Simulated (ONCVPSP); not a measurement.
**PBE ONCV dataset for K, fully relativistic all-electron reference.**

The input file (ONCVPSP 4.0.1):

```
# ATOM AND REFERENCE CONFIGURATION
# atsym  z   nc   nv     iexc    psfile
  K 19.00    5    1        4      upf
#
#   n    l    f
    1    0    2.00
    2    0    2.00
    2    1    6.00
    3    0    2.00
    3    1    6.00
    4    0    0.75
#
# PSEUDOPOTENTIAL AND OPTIMIZATION
# lmax
    2
#
#   l,   rc,      ep,       ncon, nbas, qcut
    0    4.00    0.00    4    7    1.30
    1    3.80    0.03    4    9    2.40
    2    4.00    0.15    5    8    2.40
#
# LOCAL POTENTIAL
# lloc, lpopt,  rc(5),   dvloc0
    4    4    3.05    2.00
#
# VANDERBILT-KLEINMAN-BYLANDER PROJECTORs
# l, nproj, debl
    0    2    3.00
    1    2    3.00
    2    3    0.90
#
# MODEL CORE CHARGE
# icmod, fcfact, rcfact
    1    0.60    0.00
#
# LOG DERIVATIVE ANALYSIS
# epsh1, epsh2, depsh
   -2.00    5.00    0.02
#
# OUTPUT GRID
# rlmax, drl
    6.00    0.01
#
# TEST CONFIGURATIONS
# ncnf
    4
# nvcnf
#   n    l    f
    1
    4    0    1.00
#
    1
    4    0    0.50
#
    2
    4    0    0.00
    4    1    1.00
#
    2
    4    0    0.50
    3    2    0.50
#
```

Command:

```bash
oncvpspr.x < K.dat > K.out
```

Output (shortened: citation, most of the input echo, consistency checks and plot data are left out):

```
ONCVPSP  (Optimized Norm-Conservinng Vanderbilt PSeudopotential)
relativistic version 4.0.1

#   n    l    f        energy (Ha)
    1    0    2.00    -1.2947354D+02
    2    0    2.00    -1.3035160D+01
    2    1    6.00    -1.0306484D+01    -1.0412769D+01
    3    0    2.00    -1.3482845D+00
    3    1    6.00    -7.3744962D-01    -7.4725702D-01
    4    0    0.75    -1.2031251D-01

Reference configufation results
  iterations    25
  all-electron total energy (Ha)   -6.02064308D+02

Begin loop to  construct optimized pseudo wave functions
and semi-local pseudopoentials for all angular momenta

   Wellstate for l =  0  n =  8 kap= -1
     eigenvalue =   2.8797
     asymptotic potential =   3.3797
     half-point radius =  6.3673

Calculating optimized projector #   1

 for l=   0

    Fraction of norm inside rc  0.376352
    Optimizing pswf for qcut=   1.30 a_B^-1,  ecut=   0.84 Ha
    Residual kinetic energy error=  2.64D-03 Ha

    Energy error per electron        Cutoff
         Ha          eV             Ha
         0.01000     0.27211        0.28
         0.00100     0.02721        1.62
         0.00010     0.00272        6.37
         0.00001     0.00027        7.80

Calculating optimized projector #   2

 for l=   0

    Fraction of norm inside rc  0.208754
    Optimizing pswf for qcut=   1.30 a_B^-1,  ecut=   0.84 Ha
    Residual kinetic energy error=  8.69D-01 Ha

    Energy error per electron        Cutoff
         Ha          eV             Ha
         0.01000     0.27211       10.50
         0.00100     0.02721       12.35
         0.00010     0.00272       18.76
         0.00001     0.00027       29.52

WARNING wellstate: moderately localized bound state found for n= 4 l=  1
WARNING scattering state with energy  0.05000000
WARNING will be used for the first projector

   Wellstate for l =  1  n =  5 kap= -2
     eigenvalue =   0.0500
     asymptotic potential =   0.5500
     half-point radius = 21.1137

   Wellstate for l =  1  n =  8 kap= -2
     eigenvalue =   3.0500
     asymptotic potential =   3.5500
     half-point radius =  6.3190

Calculating optimized projector #   1

 for l=   1

    Fraction of norm inside rc  0.107690
    Optimizing pswf for qcut=   2.40 a_B^-1,  ecut=   2.89 Ha
    Residual kinetic energy error=  5.55D-07 Ha

    Energy error per electron        Cutoff
         Ha          eV             Ha
         0.01000     0.27211        0.27
         0.00100     0.02721        0.50
         0.00010     0.00272        1.44
         0.00001     0.00027        2.09

Calculating optimized projector #   2

 for l=   1

    Fraction of norm inside rc  0.191149
    Optimizing pswf for qcut=   2.40 a_B^-1,  ecut=   2.89 Ha
    Residual kinetic energy error=  1.43D-01 Ha

    Energy error per electron        Cutoff
         Ha          eV             Ha
         0.01000     0.27211        8.34
         0.00100     0.02721       22.45
         0.00010     0.00272       26.97
         0.00001     0.00027       37.02

   Wellstate for l =  1  n =  4 kap=  1
     eigenvalue =   0.0300

   Wellstate for l =  1  n =  8 kap=  1
     eigenvalue =   2.9473

Calculating optimized projector #   1

 for l=   1

    Fraction of norm inside rc  0.136605
    Optimizing pswf for qcut=   2.40 a_B^-1,  ecut=   2.89 Ha
    Residual kinetic energy error=  3.54D-06 Ha

    Energy error per electron        Cutoff
         Ha          eV             Ha
         0.01000     0.27211        0.20
         0.00100     0.02721        0.42
         0.00010     0.00272        1.19
         0.00001     0.00027        1.79

Calculating optimized projector #   2

 for l=   1

    Fraction of norm inside rc  0.191513
    Optimizing pswf for qcut=   2.40 a_B^-1,  ecut=   2.89 Ha
    Residual kinetic energy error=  1.43D-01 Ha

    Energy error per electron        Cutoff
         Ha          eV             Ha
         0.01000     0.27211        8.03
         0.00100     0.02721       22.30
         0.00010     0.00272       26.81
         0.00001     0.00027       36.79

WARNING wellstate: moderately localized bound state found for n= 3 l=  2
WARNING scattering state with energy  0.05000000
WARNING will be used for the first projector

   Wellstate for l =  2  n =  4 kap= -3
     eigenvalue =   0.0500
     asymptotic potential =   0.5500
     half-point radius = 20.9307

   Wellstate for l =  2  n =  6 kap= -3
     eigenvalue =   0.9500
     asymptotic potential =   1.4500
     half-point radius =  8.1365

   Wellstate for l =  2  n =  7 kap= -3
     eigenvalue =   1.8500
     asymptotic potential =   2.3500
     half-point radius =  7.1248

Calculating optimized projector #   1

 for l=   2

    Fraction of norm inside rc  0.326851
    Optimizing pswf for qcut=   2.40 a_B^-1,  ecut=   2.89 Ha
    Residual kinetic energy error=  1.44D-02 Ha

    Energy error per electron        Cutoff
         Ha          eV             Ha
         0.01000     0.27211        3.16
         0.00100     0.02721       11.22
         0.00010     0.00272       13.73
         0.00001     0.00027       15.80

Calculating optimized projector #   2

 for l=   2

    Fraction of norm inside rc  0.277292
    Optimizing pswf for qcut=   2.40 a_B^-1,  ecut=   2.89 Ha
    Residual kinetic energy error=  2.50D-01 Ha

    Energy error per electron        Cutoff
         Ha          eV             Ha
         0.01000     0.27211        9.48
         0.00100     0.02721       16.69
         0.00010     0.00272       18.97
         0.00001     0.00027       20.69

Calculating optimized projector #   3

 for l=   2

    Fraction of norm inside rc  0.258053
    Optimizing pswf for qcut=   2.40 a_B^-1,  ecut=   2.89 Ha
    Residual kinetic energy error=  8.70D-01 Ha

    Energy error per electron        Cutoff
         Ha          eV             Ha
         0.01000     0.27211        7.08
         0.00100     0.02721       11.48
         0.00010     0.00272       17.33
         0.00001     0.00027       23.68

   Wellstate for l =  2  n =  3 kap=  2
     eigenvalue =   0.1500

   Wellstate for l =  2  n =  6 kap=  2
     eigenvalue =   0.8844

   Wellstate for l =  2  n =  7 kap=  2
     eigenvalue =   1.8498

Calculating optimized projector #   1

 for l=   2

    Fraction of norm inside rc  0.373392
    Optimizing pswf for qcut=   2.40 a_B^-1,  ecut=   2.89 Ha
    Residual kinetic energy error=  9.13D-03 Ha

    Energy error per electron        Cutoff
         Ha          eV             Ha
         0.01000     0.27211        2.81
         0.00100     0.02721       10.45
         0.00010     0.00272       13.30
         0.00001     0.00027       15.10

Calculating optimized projector #   2

 for l=   2

    Fraction of norm inside rc  0.277270
    Optimizing pswf for qcut=   2.40 a_B^-1,  ecut=   2.89 Ha
    Residual kinetic energy error=  2.53D-01 Ha

    Energy error per electron        Cutoff
         Ha          eV             Ha
         0.01000     0.27211        9.78
         0.00100     0.02721       16.77
         0.00010     0.00272       19.02
         0.00001     0.00027       20.78

Calculating optimized projector #   3

 for l=   2

    Fraction of norm inside rc  0.258196
    Optimizing pswf for qcut=   2.40 a_B^-1,  ecut=   2.89 Ha
    Residual kinetic energy error=  8.66D-01 Ha

    Energy error per electron        Cutoff
         Ha          eV             Ha
         0.01000     0.27211        7.12
         0.00100     0.02721       11.56
         0.00010     0.00272       17.11
         0.00001     0.00027       22.68

Construct Vanderbilt / Kleinmman-Bylander projectors

B matrix Hermiticity error, ll=  0  kap= -1
   1   2   -2.4815D-05

  Orthonormal projector coefficients  4.3463E+00 -1.0272E+00

B matrix Hermiticity error, ll=  1  kap= -2
   1   2    1.0310D-05

  Orthonormal projector coefficients -1.6030E+00  8.6411E-01

B matrix Hermiticity error, ll=  1  kap=  1
   1   2   -1.1363D-05

  Orthonormal projector coefficients -1.5101E+00  9.0258E-01

B matrix Hermiticity error, ll=  2  kap= -3
   1   2   -8.3118D-06
   1   3    1.5662D-05
   2   3    2.1609D-05

  Orthonormal projector coefficients -3.9048E+00 -3.0172E+00 -1.3380E+00

B matrix Hermiticity error, ll=  2  kap=  2
   1   2    5.6973D-06
   1   3   -1.4717D-05
   2   3    2.1629D-05

  Orthonormal projector coefficients -3.8393E+00 -3.0623E+00 -1.2364E+00

 Orthonormal scalar projector coefficients, l =  1
 -1.5679E+00  8.7539E-01 -2.9196E-03  3.1329E-04

 Orthonormal spin-orbit projector coefficients, l =  1
 -1.6885E-01  8.1808E-02 -1.9345E-02  1.8793E-02

 Orthonormal scalar projector coefficients, l =  2
 -3.8762E+00 -3.0350E+00 -1.2978E+00 -2.0628E-03 -8.9157E-05 -4.5808E-05

 Orthonormal spin-orbit projector coefficients, l =  2
 -1.0623E-01  5.5560E-02  2.0237E-02 -1.6374E-02 -5.5230E-03  3.5282E-03

Model core correction analysis
  based on d2Exc/dn_idn_j

d2excae - all-electron derivatives

   -8.087123D-03

d2excps - pseudofunction derivatives with no core correction

   -2.550342D-02

rms 2nd derivative error    1.741629E-02

Polynomial model core charge

d2excps - pseudofunction derivatives with core correction

   -1.059629D-02

rms 2nd derivative error    2.509164E-03

Pseudoatom total energy   -0.132779

Diagnostic tests using Vanderbilt-Kleinman-Bylander pseudopotentials
  relativistic with J = L +/- 1/2 projectors

   l  kap   rcore       rmatch      e in        delta e    norm test   slope test

   0  -1   4.0104023   4.1321668  -0.1203125  -0.0000001   0.9999968   1.0000064
run_diag_r: lschvkbbe ERROR   2   0  -1  60  2.87968748E+00  2.54171874E+00
   0  -1   4.0104023   4.1321668   2.8796875  -0.3379687   2.0730152   0.2531068

   1  -2   3.8001970   3.9155792   0.0500000   0.0000003   1.0000341   1.0000341
   1   1   3.8001970   3.9155792  -0.0527245   0.0000002   1.0000297   1.0000297
   1  -2   3.8001970   3.9155792   3.0500000   0.0000098   1.0000250   1.0000250
   1   1   3.8001970   3.9155792   3.0478616   0.0000102   1.0000171   1.0000171

   2  -3   4.0104023   4.1321668   0.0500000   0.0000000   1.0000084   1.0000084
   2   2   4.0104023   4.1321668  -0.0156158   0.0000001   0.9999992   0.9999992
   2  -3   4.0104023   4.1321668   0.9500000   0.0000001   1.0000417   1.0000417
   2   2   4.0104023   4.1321668   0.9497764   0.0000001   1.0000405   1.0000405
   2  -3   4.0104023   4.1321668   1.8500000   0.0000127   1.0000560   1.0000560
   2   2   4.0104023   4.1321668   1.8497192   0.0000127   1.0000541   1.0000541

Diagnostic tests using Vanderbilt-Kleinman-Bylander pseudopotentials
  relativistic with scalar and spin-orbit non-local projectors

   l  kap   rcore       rmatch      e in        delta e    norm test   slope test

   0  -1   4.0104023   4.1321668  -0.1203125  -0.0000001   0.9999968   1.0000064
run_diag_r: lschvkbbe ERROR   2   0  -1  60  2.87968748E+00  2.54171874E+00
   0  -1   4.0104023   4.1321668   2.8796875  -0.3379687   2.0730152   0.2531068

   1  -2   3.8001970   3.9155792   0.0500000  -0.0000858   1.0000537   1.0000537
   1   1   3.8001970   3.9155792  -0.0527245  -0.0000819   1.0000529   1.0000529
   1  -2   3.8001970   3.9155792   3.0500000  -0.0000071   1.0000057   1.0000057
   1   1   3.8001970   3.9155792   3.0478616  -0.0000075   0.9999965   0.9999965

   2  -3   4.0104023   4.1321668   0.0500000   0.0001139   0.9999416   0.9999416
   2   2   4.0104023   4.1321668  -0.0156158   0.0001017   0.9998819   0.9998819
   2  -3   4.0104023   4.1321668   0.9500000   0.0000346   1.0000149   1.0000149
   2   2   4.0104023   4.1321668   0.9497764   0.0000364   1.0000114   1.0000114
   2  -3   4.0104023   4.1321668   1.8500000   0.0000350   1.0000730   1.0000730
   2   2   4.0104023   4.1321668   1.8497192   0.0000356   1.0000731   1.0000731

Ghost test for J = L + 1/2

 Testing for bound ghosts
   n   l    E NL Schr. Eq   E Basis Diag.   E Cutoff

   1   0       -0.120313       -0.119527     11.60

   2   1       -0.058129       -0.050692     27.16

       2                       -0.014668     27.46  WARNING - GHOST(-)

 Testing for highly-localized positive-energy ghosts
       l    <radius>/rc     E Basis Diag.   E Cutoff

       0        0.853709       11.997169     11.60  WARNING - GHOST(+)

Ghost test for J = L - 1/2

 Testing for bound ghosts
   n   l    E NL Schr. Eq   E Basis Diag.   E Cutoff

   1   0       -0.120313       -0.119527     11.60

   2   1       -0.058012       -0.050614     27.16

       2                       -0.014744     27.46  WARNING - GHOST(-)

 Testing for highly-localized positive-energy ghosts
       l    <radius>/rc     E Basis Diag.   E Cutoff

       0        0.853709       11.997169     11.60  WARNING - GHOST(+)

Test configuration 0

   n   l kap    f        eae           eps        diff
   1   0  -1  2.0000 -129.47353694
   2   0  -1  2.0000  -13.03516047
   2   1  -2  4.0000  -10.30648449
   2   1   1  2.0000  -10.41276876
   3   0  -1  2.0000   -1.34828445
   3   1  -2  4.0000   -0.73744962
   3   1   1  2.0000   -0.74725702
   4   0  -1  0.7500   -0.12031251   -0.12031258   -6.25E-08

    Total energies and differences
      AE_ref= -6.02064308E+02  AE_tst= -6.02064308E+02  dif=  0.00E+00
      PS_ref= -1.32778880E-01  PS_tst= -1.32778880E-01  dif=  8.33E-17
      PSP excitation error= -8.33E-17

Test configuration 1

   n   l kap    f        eae           eps        diff
   1   0  -1  2.0000 -129.42352945
   2   0  -1  2.0000  -12.98524344
   2   1  -2  4.0000  -10.25656356
   2   1   1  2.0000  -10.36284722
   3   0  -1  2.0000   -1.29870736
   3   1  -2  4.0000   -0.68805281
   3   1   1  2.0000   -0.69785100
   4   0  -1  1.0000   -0.08522066   -0.08514526    7.54E-05

    Total energies and differences
      AE_ref= -6.02064308E+02  AE_tst= -6.02089959E+02  dif= -2.57E-02
      PS_ref= -1.32778880E-01  PS_tst= -1.58421326E-01  dif= -2.56E-02
      PSP excitation error= -8.33E-06

Test configuration 2

   n   l kap    f        eae           eps        diff
   1   0  -1  2.0000 -129.52819866
   2   0  -1  2.0000  -13.08970464
   2   1  -2  4.0000  -10.36103258
   2   1   1  2.0000  -10.46731764
   3   0  -1  2.0000   -1.40236311
   3   1  -2  4.0000   -0.79124650
   3   1   1  2.0000   -0.80106796
   4   0  -1  0.5000   -0.15740048   -0.15736806    3.24E-05

    Total energies and differences
      AE_ref= -6.02064308E+02  AE_tst= -6.02029638E+02  dif=  3.47E-02
      PS_ref= -1.32778880E-01  PS_tst= -9.81099499E-02  dif=  3.47E-02
      PSP excitation error=  6.49E-07

Test configuration 3

   n   l kap    f        eae           eps        diff
   1   0  -1  2.0000 -129.47847287
   2   0  -1  2.0000  -13.04021705
   2   1  -2  4.0000  -10.31148654
   2   1   1  2.0000  -10.41776943
   3   0  -1  2.0000   -1.35310598
   3   1  -2  4.0000   -0.74163609
   3   1   1  2.0000   -0.75147354
   4   0  -1  0.0000   -0.10968572   -0.22834496   -1.19E-01
   4   1  -2  0.6667   -0.05088093   -0.05118431   -3.03E-04
   4   1   1  0.3333   -0.05117927   -0.05112412    5.51E-05

    Total energies and differences
      AE_ref= -6.02064308E+02  AE_tst= -6.02032904E+02  dif=  3.14E-02
      PS_ref= -1.32778880E-01  PS_tst= -1.01584204E-01  dif=  3.12E-02
      PSP excitation error=  2.10E-04

Test configuration 4

   n   l kap    f        eae           eps        diff
   1   0  -1  2.0000 -129.46262349
   2   0  -1  2.0000  -13.02296441
   2   1  -2  4.0000  -10.29440294
   2   1   1  2.0000  -10.40069450
   3   0  -1  2.0000   -1.33560150
   3   1  -2  4.0000   -0.72490030
   3   1   1  2.0000   -0.73470227
   4   0  -1  0.5000   -0.10543242   -0.10525852    1.74E-04
   3   2  -3  0.3000   -0.01404847   -0.01401250    3.60E-05
   3   2   2  0.2000   -0.01407884   -0.01403582    4.30E-05

    Total energies and differences
      AE_ref= -6.02064308E+02  AE_tst= -6.02045223E+02  dif=  1.91E-02
      PS_ref= -1.32778880E-01  PS_tst= -1.13700452E-01  dif=  1.91E-02
      PSP excitation error=  6.39E-06
```

The run took about 8.7 s on one core of a shared server CPU.
